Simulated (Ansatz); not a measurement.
Computed with Ansatz on PBE0-D4/def2-TZVP structures; ΔE is electronic, products minus reactants. CBS: MP2 limit from def2 TZ/QZ plus the TZ coupled-cluster correction, frozen cores. Functionals use def2-TZVPP. For Ge outer-core shells are correlated without core-valence functions, which leaves a few kJ/mol of doubt a bond. Scalar relativity is left out up to krypton. Each species was taken in one conformer, which may not be the lowest.

`F[Si](Cl)(Cl)[O][GeH3]` + `BC(=C)SC` → `CS[Si](F)(Cl)Cl` + `BC(=C)[O][GeH3]`  (redistribution)

| species | PBE0 energy (Eh) |
| --- | --- |
| `F[Si](Cl)(Cl)[O][GeH3]` | -3463.27170 |
| `BC(=C)SC` | -541.26517 |
| `CS[Si](F)(Cl)Cl` | -1747.45680 |
| `BC(=C)[O][GeH3]` | -2257.04597 |

Problem. Work out ΔE.

Solution. ΔE = (-1747.45680) + (-2257.04597) − (-3463.27170) − (-541.26517) = 0.03410 Eh = +0.93 eV. CCSD(T)/CBS gives +1.07 eV.

Largest T1 diagnostic among the species: 0.013.

From PBE to PBE0 (25 % exact exchange), in def2-TZVPP and without D4, ΔE moves by +0.09 eV. In def2-TZVPP, CCSD(T) changes the Hartree–Fock value by −0.14 eV (the triples alone add −0.03 eV) and MP2 by −0.10 eV.
